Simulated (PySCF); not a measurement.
Spectrum to structure. Method: TDDFT PBE0/def2-SVPD, vertical, gas phase, core orbitals frozen in the response (PySCF). Geometries: GFN2-xTB, one conformer each.

| state | E (eV) | λ (nm) | f |
| --- | --- | --- | --- |
| S1 | 4.84 | 256.2 | 0.0001 |
| S2 | 6.07 | 204.1 | 0.029 |
| S3 | 6.20 | 200.1 | 0.260 |
| S4 | 6.73 | 184.2 | 0.114 |
| S5 | 7.27 | 170.5 | 0.0038 |
| S6 | 7.36 | 168.4 | 0.0075 |

Triplets computed (Tamm–Dancoff): 4.06, 4.43 eV.

Question: Which candidate is it? All have the formula C5H6O3.
A. `O=COC1=CCOC1`
B. `C=C(OC)C(=O)C=O`
C. `O=C1C=C(CO)CO1`

Answer: C. Its S1 lies at 4.84 eV; the nearest of the others has S1 at 5.31 eV. S1 is HOMO→LUMO (96%). Löwdin shares by element: HOMO oxygen 74% or more, carbon 18% or more; LUMO carbon 61% or more, oxygen 12% or more (atoms not listed hold the other 27%). At the same level the other candidates give, for their lowest levels:
- `C=C(OC)C(=O)C=O`: 3.29 eV (f 0.000); 3.90 eV (f 0.000); 4.66 eV (f 0.087); 5.23 eV (f 0.016); 5.46 eV (f 0.000); T1 2.81 eV; HOMO -7.32, LUMO -2.26 eV
- `O=COC1=CCOC1`: 5.31 eV (f 0.082); 5.67 eV (f 0.002); 6.34 eV (f 0.061); 6.53 eV (f 0.005); 6.92 eV (f 0.004); T1 4.10 eV; HOMO -7.01, LUMO -0.81 eV

Conformer computed: `[O:1]=[C:2]1[CH:3]=[C:4]([CH2:5][OH:6])[CH2:7][O:8]1`: C3–C4–C5–O6 -136°, H–O6–C5–C4 67°.
